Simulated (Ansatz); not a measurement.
Start from `C[O][GeH]([OH])[Cl]` and change one atom or group to get `C[O][Ge]([OH])([Cl])[Cl]`.

Ansatz, PBE0-D4/def2-TZVP geometries, multiplicity 1. Each molecule was computed in one conformer, which needn't be the lowest.

Scalar relativity is left out up to krypton.

```tsv
property	`C[O][GeH]([OH])[Cl]`
HOMO–LUMO gap (ωB97M-V/def2-TZVPP) / eV	12.72
size of the dipole moment (ωB97M-V/def2-TZVPP) / D	1.42
HOMO energy (B3LYP/def2-TZVPP) / eV	-8.19
HOMO–LUMO gap (PBE/def2-TZVPP) / eV	5.76
size of the dipole moment (B3LYP/def2-TZVPP) / D	1.44
LUMO energy (PBE0/def2-TZVPP) / eV	-0.02
```

**Question.** What does the change do to each property? (An estimate is asked.)

**Answer.** Computed: 
```json
{"property": "HOMO–LUMO gap (ωB97M-V/def2-TZVPP) / eV", "`C[O][Ge]([OH])([Cl])[Cl]`": "12.20", "shift": "-0.52"}
{"property": "size of the dipole moment (ωB97M-V/def2-TZVPP) / D", "`C[O][Ge]([OH])([Cl])[Cl]`": "2.25", "shift": "0.83"}
{"property": "HOMO energy (B3LYP/def2-TZVPP) / eV", "`C[O][Ge]([OH])([Cl])[Cl]`": "-8.55", "shift": "-0.36"}
{"property": "HOMO–LUMO gap (PBE/def2-TZVPP) / eV", "`C[O][Ge]([OH])([Cl])[Cl]`": "5.09", "shift": "-0.67"}
{"property": "size of the dipole moment (B3LYP/def2-TZVPP) / D", "`C[O][Ge]([OH])([Cl])[Cl]`": "2.28", "shift": "0.84"}
{"property": "LUMO energy (PBE0/def2-TZVPP) / eV", "`C[O][Ge]([OH])([Cl])[Cl]`": "-1.04", "shift": "-1.02"}
```

With PBE0 the HOMO falls by 0.38 eV and the LUMO falls by 1.02 eV, so the gap narrows by about 0.64 eV. PBE moves the HOMO by -0.35 eV and ωB97M-V by -0.38 eV. Dipoles are sizes alone; their direction can turn.

B3LYP here is the variant with VWN-RPA as its local correlation; programs differ in this.
